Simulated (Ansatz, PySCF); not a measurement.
Zr(H)3(OSiH3) (H6OSiZr), SMILES [SiH3][O][ZrH3], multiplicity 1. Atoms are numbered in the order given.

```xyz
9

Zr     0.5148     0.8980     0.5738
H      2.3405     0.5466     0.6901
H      0.1787     2.3459    -0.5490
H     -0.2272     1.1679     2.2610
O     -0.3245    -0.6370    -0.1913
Si    -1.0625    -1.9857    -0.8717
H     -0.8152    -3.1643     0.0024
H     -0.4839    -2.2233    -2.2219
H     -2.5246    -1.7322    -0.9822
```
Charge 0, spin multiplicity 1.

Geometry: B3LYP-D3(BJ)/def2-SVP. The spin state was assumed, not searched. The structure was generated by enumeration; whether it is a known compound was not checked. The def2 effective core potentials stand for the cores of Zr; spin–orbit coupling is left out.

Two levels are set side by side: PBE-D3(BJ)/def2-SVP (Ansatz, a program for electronic structure) and B3LYP-D3(BJ)/def2-SVP (Ansatz). Each level has its own optimised geometry; the coordinates shown are those of the second. Frequencies come from the Hessian of PySCF at each geometry. Differences are taken from unrounded values.

```
quantity                            B3LYP-D3(BJ)
----------------------------------  ------------
mean bond length (Å)                       1.705
bond Zr1–O5 (Å)                            1.909
bond O5–Si6 (Å)                            1.681
bond Zr1–H2 (Å)                            1.863
bond Zr1–H3 (Å)                            1.863
bond Zr1–H4 (Å)                            1.863
bond Si6–H7 (Å)                            1.488
bond Si6–H8 (Å)                            1.488
bond Si6–H9 (Å)                            1.488
highest harmonic wavenumber (cm⁻¹)          2245
mean harmonic wavenumber (cm⁻¹)              971
zero-point energy (kcal/mol)               29.14
```

### Question
What does PBE-D3(BJ) give, and how far is it from B3LYP-D3(BJ)? (Estimate from the structure and the level; the computed values follow.)

### Answer

```
quantity                            PBE-D3(BJ)  PBE-D3(BJ) minus B3LYP-D3(BJ)
----------------------------------  ----------  -----------------------------
mean bond length (Å)                     1.713                          0.008
bond Zr1–O5 (Å)                          1.906                         -0.003
bond O5–Si6 (Å)                          1.695                          0.013
bond Zr1–H2 (Å)                          1.868                          0.005
bond Zr1–H3 (Å)                          1.868                          0.005
bond Zr1–H4 (Å)                          1.868                          0.005
bond Si6–H7 (Å)                          1.501                          0.013
bond Si6–H8 (Å)                          1.501                          0.013
bond Si6–H9 (Å)                          1.501                          0.013
highest harmonic wavenumber (cm⁻¹)        2191                            -54
mean harmonic wavenumber (cm⁻¹)            943                            -28
zero-point energy (kcal/mol)             28.32                          -0.83
```

GGA bonds tend to be longer and softer than those of functionals with exact exchange. Differences between two approximate levels are no errors against the true value.
